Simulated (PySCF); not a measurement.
Cobalt: a sound run and one with changed settings

Sound run: Co(2+) [Ar] 3d7, Co(3+) [Ar] 3d6. Calculation: PySCF 2.14, in jorge-DZP-DKH (8s6p2d1f, 43 functions); scalar relativity by spin-free X2C-1e. In the sound run the correlated levels freeze [Ar]. The sound run starts from symmetry-adapted Hartree-Fock orbitals and uses a fine grid where one is needed.

Changed run: all electrons correlated in a basis built for the valence shell.

| species | method | sound run (hartree) | changed run (hartree) | converged |
| --- | --- | --- | --- | --- |
| Co(2+) | MP2 | -1390.96520 | -1391.32958 | yes |
| Co(3+) | MP2 | -1389.76049 | -1390.11008 | yes |

Ionisation energy of Co(2+):

```
 method  sound run (eV)  changed run (eV)
    UHF          31.461            31.461
    MP2          32.782            33.184
SCS-MP2          32.771            33.049
```

A valence basis has no tight correlating functions, so it recovers only part of the core correlation, and not evenly between atom and ion.

For comparison, NIST gives 33.5 ± 0.06 eV between the lowest levels.
